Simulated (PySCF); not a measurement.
Species: C10H13B.
Numbering: `[CH2:1]=[CH:2][C:3]1=[C:4]([CH2:5][CH3:6])[CH:7]=[CH:8][CH:9]=[CH:10][BH:11]1` (hydrogens: H12, H13 on C1; H14 on C2; H15, H16 on C5; H17, H18, H19 on C6; H20 on C7; H21 on C8; H22 on C9; H23 on C10; H24 on B11)

Torsions of this conformer, `[CH2:1]=[CH:2][C:3]1=[C:4]([CH2:5][CH3:6])[CH:7]=[CH:8][CH:9]=[CH:10][BH:11]1`: C1–C2–C3–C4 -152°, C3–C4–C5–C6 -92°.

The closed-shell ground state was solved at several levels (PySCF, density fitting, gas phase, non-relativistic). Geometry: PBE0-D3(BJ)/def2-SVP, one conformer, isolated molecule.

```csv
level,basis functions,total energy (Eh),HOMO (eV),LUMO (eV),gap (eV),dipole (D)
wB97X-D/def2-SVPD,324,-413.2582,-8.13,-0.50,7.63,2.16
B3LYP/pcJ-1,427,-413.7213,-6.27,-2.23,4.04,2.16
KT2/pcSseg-1,252,-421.1452,-5.66,-2.86,2.80,2.11
```

Problem. What might PBE0/pcSseg-1 (252 basis functions) give for the same quantities?

Solution. Total energy -413.1228 Eh, HOMO -6.49 eV, LUMO -2.11 eV, gap 4.38 eV, dipole 2.16 D.

Problem. Over all these levels, which gives the widest orbital gap and which the narrowest?

Solution. wB97X-D/def2-SVPD (range-separated hybrid) has the widest, 7.63 eV, and KT2/pcSseg-1 (GGA) the narrowest, 2.80 eV. Functional and basis both differ between the two, so the spread mixes both effects.

Problem. How far do the dipole and the HOMO energy spread over the levels?

Solution. The dipole runs from 2.11 to 2.16 D (mean 2.15 D) and the HOMO from -8.13 to -5.66 eV.

wB97X-D is run here without its empirical dispersion term; that term would change no orbital, density or response property at a fixed geometry.
